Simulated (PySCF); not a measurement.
SnH3Br, SMILES [Br][SnH3].

Geometry: B3LYP-D3(BJ)/def2-TZVP. The def2 effective core potentials stand for the cores of Sn; spin–orbit coupling is left out.

The numbers are results of PySCF with ωB97X/def2-TZVPD, not measurements.

The molecule is in vacuum.

Q: Estimate the frontier levels, gap, dipole moment and polarisability. (Estimate from the structure and the level; the computed values follow.)

A: 
```
Property                                                                                                       Result
---------------------------------------------------------------------------------------------  ----------------------
highest occupied level                                                                                      -10.49 eV
lowest empty level                                                                                            0.60 eV
orbital gap                                                                                                  11.10 eV
dipole moment                                                                                                  2.51 D
quadrupole, principal values (traceless, Buckingham form, about the centre of nuclear charge)  -0.40, -0.40, 0.79 D·Å
mean static polarisability                                                                       64.4 bohr³ (9.54 Å³)
polarisability, principal values                                                               57.8, 57.8, 77.6 bohr³
```
